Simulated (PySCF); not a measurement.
## Working with the constants of GaF

RHF-CCSD(T) constants of GaF, ¹Σ⁺ (singlet), closed shell (basis Ga cc-pVDZ-PP with ECP10, F cc-pVDZ; scalar-relativistic core potentials; PySCF 2.14; masses 68.9256 and 18.9984 u):

- ωe: 643.4 cm⁻¹
- ωexe: 2.68 cm⁻¹
- Be: 0.34871 cm⁻¹
- αe: 0.00224 cm⁻¹
- D (centrifugal): 4.1e-07 cm⁻¹
- De to Ga + F: 5.46 eV

Question: Give the band origin of the fundamental and the first lines of its P and R branches.

Answer: ν0 = ωe − 2ωexe = 638.0 cm⁻¹, B0 = 0.34759, B1 = 0.34535 cm⁻¹.

```json
{"J″": "0", "P(J″) − ν0": "", "R(J″) − ν0": "0.691"}
{"J″": "1", "P(J″) − ν0": "-0.695", "R(J″) − ν0": "1.377"}
{"J″": "2", "P(J″) − ν0": "-1.395", "R(J″) − ν0": "2.059"}
{"J″": "3", "P(J″) − ν0": "-2.099", "R(J″) − ν0": "2.736"}
{"J″": "4", "P(J″) − ν0": "-2.807", "R(J″) − ν0": "3.408"}
{"J″": "5", "P(J″) − ν0": "-3.520", "R(J″) − ν0": "4.077"}
{"J″": "6", "P(J″) − ν0": "-4.238", "R(J″) − ν0": "4.740"}
```

Question: Near which J would the R branch turn back, without centrifugal distortion?

Answer: At J ≈ (B0 + B1)/(2(B0 − B1)) − 1 ≈ 150.

Correlated steps freeze 5 core orbitals. Correlated levels converge slowly with the basis: in double zeta they bind strong bonds too weakly, by up to about 1 eV, and carry superposition errors of some tenths. Where the molecule has an RHF reference, its open-shell atoms are computed with UHF.
